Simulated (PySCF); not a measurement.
AgF, SMILES [F][Ag], multiplicity 1.

The structure is a stationary point at PBE-D3(BJ)/def2-TZVPD. The spin state was assumed, not searched. The def2 effective core potentials stand for the cores of Ag; spin–orbit coupling is left out.

Calculation: PBE-D3(BJ)/def2-TZVPD run with PySCF.

Frequencies are harmonic and unscaled.

| mode | ν (cm⁻¹) | IR (km/mol) | moving atoms (share of kinetic energy) |
|---|---|---|---|
| 1 | 476 | 39.8 | F 85 %, Ag 15 % |
